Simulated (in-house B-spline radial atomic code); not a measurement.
A run on neutral cadmium that did not converge. Method: scalar-relativistic (X2C) BLYP, spin-polarised, spherical fractional occupations, Fermi nucleus of rms radius 4.6087 fm; computed with a B-spline radial code for spherical atoms.

Command:
```bash
python run_scf.py task.json out
```
Settings (nuclear radius in fm, mass in u):
```
Z                48
configuration    [Ar] 3d10 4s2 4p5.875 4d10 4f0.125 5s2
hamiltonian      x2c
method           b88,lyp
spin_polarised   True
nucleus          fermi
rms_radius       4.6087
atomic_mass      113.90336
speed_of_light   137.035999084
```

First and last ten iterations of the last attempt (damped for 15 steps, keeping 80 % of the old Fock matrix, then DIIS):
```
 iter        energy (Eh)    residual
    1       -5592.715872    4.46e-01
    2       -5592.096849    2.31e-01
    3       -5593.323782    1.27e-01
    4       -5593.757138    7.04e-02
    5       -5593.888818    4.11e-02
    6       -5593.924485    2.46e-02
    7       -5593.933608    1.52e-02
    8       -5593.935965    9.71e-03
    9       -5593.936627    6.38e-03
   10       -5593.936844    4.31e-03
  111       -5593.937022    2.10e-05
  112       -5593.937024    1.97e-05
  113       -5593.937023    2.20e-05
  114       -5593.937022    2.28e-05
  115       -5593.937025    2.27e-05
  116       -5593.937028    2.28e-05
  117       -5593.937020    2.83e-05
  118       -5593.937024    3.04e-05
  119       -5593.937023    3.00e-05
  120       -5593.936974    7.50e-05
 not converged after 120 iterations
```

The smallest residual met was 1.2e-05; the threshold is about 5e-07. No energy from this run should be used. Cost of the run: 2.5 s on 1 thread of Arm Neoverse V2 (shared host).
